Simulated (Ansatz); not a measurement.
`[SiH3][SiH2][SeH]` + `C=NC[TeH]` → `[SeH][SiH2][TeH]` + `C=NC[SiH3]`  (redistribution)

Gas-phase electronic energies from Ansatz, PBE0-D4/def2-TZVP geometries. CBS: MP2 limit from def2 TZ/QZ plus the TZ coupled-cluster correction, frozen cores. DFT in def2-TZVPP. B3LYP here is the variant with VWN-RPA as its local correlation; programs differ in this. Elements past krypton have def2 core potentials. For Se, Te outer-core shells are correlated without core-valence functions, which leaves a few kJ/mol of doubt a bond. Scalar relativity is left out up to krypton. One conformer a species, not always the lowest.

Is it downhill or uphill in electronic energy at CCSD(T)/CBS, and by how much? (An estimate is asked.)

The calculation gave: Downhill: ΔE = -78.5 kJ/mol.

What do these levels give: PBE-D4, B3LYP-D4, ωB97X-V, PBE, r2SCAN, HF/def2-TZVPP, SCS-MP2/def2-TZVPP, CCSD/def2-TZVPP, MP2/def2-QZVPP, SCS-MP2/def2-QZVPP, HF/CBS(def2), MP2/CBS(def2)? (Best estimate.)

Ansatz gave: PBE-D4 -64.4, B3LYP-D4 -74.5, ωB97X-V -80.4, PBE -65.1, r2SCAN -74.1, HF/def2-TZVPP -95.4, SCS-MP2/def2-TZVPP -83.2, CCSD/def2-TZVPP -80.0, MP2/def2-QZVPP -85.6, SCS-MP2/def2-QZVPP -84.6, HF/CBS(def2) -95.9, MP2/CBS(def2) -86.4 kJ/mol.

Largest T1 diagnostic among the species: 0.012.

From PBE to PBE0 (25 % exact exchange), in def2-TZVPP and without D4, ΔE moves by −9.4 kJ/mol. In def2-TZVPP, CCSD(T) changes the Hartree–Fock value by +19.2 kJ/mol (the triples alone add +3.8 kJ/mol) and MP2 by +11.3 kJ/mol.
